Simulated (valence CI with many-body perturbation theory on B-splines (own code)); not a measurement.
Values are calculated unless marked as measured or tabulated.
**Basis-set convergence for K⁶⁺**

Method: configuration interaction combined with many-body perturbation theory (CI+MBPT): three valence electrons over a frozen Dirac-Fock core [Ne], radial functions for each j: 9 s, 9 p, 8 d, 6 f, 3 g, 1 h, with the one-electron correlation potential Σ1 (screened to all orders), the two-electron term Σ2, the three-electron term Σ3, Breit, model QED; selected single and double excitations, second order for the rest, scaled by the run's own slope (own B-spline code, finite nucleus).

Set against measurement, 30 paired levels are off by 124 cm⁻¹ on average, the worst by 230. These come from a selection out of Sansonetti, J. Phys. Chem. Ref. Data 37, 7 (2008). Levels without a partner in it may be off by more.

The reference run has the lowest level 3s2 3p 2P°_1/2 and an ionisation energy of 117.982 eV. Its largest variational space holds 9145 state functions.

Names give the largest LS component (configuration and term), which can be under half, so a name can repeat, a term be missing and a line seem to break the LS rules; names also repeat where a configuration has a term twice.

Changed runs:
A. basis 6 s, 6 p, 5 d, 3 f, 1 g
B. basis 5 s, 5 p, 4 d, 2 f

Excitation energies of the reference run in cm⁻¹, and shifts in cm⁻¹:

```tsv
Level	Reference	A	B
3s2 3p 2P°_3/2	3138	-0.9	-1.5
3s 3p2 4P_1/2	114775	-86	-250
3s 3p2 4P_3/2	115919	-86	-250
3s 3p2 4P_5/2	117658	-86	-250
3s 3p2 2D_3/2	151871	+20	+75
3s 3p2 2D_5/2	152041	+20	+75
3s 3p2 2S_1/2	193304	+152	+488
3s 3p2 2P_1/2	206729	+100	+325
3s 3p2 2P_3/2	208663	+99	+321
3s2 3d 2D_3/2	250731	+222	+850
3s2 3d 2D_5/2	250854	+222	+848
3p3 2D°_3/2	297692	-42	-161
Ionisation energy (eV)	117.982	-0.012	-0.034
```
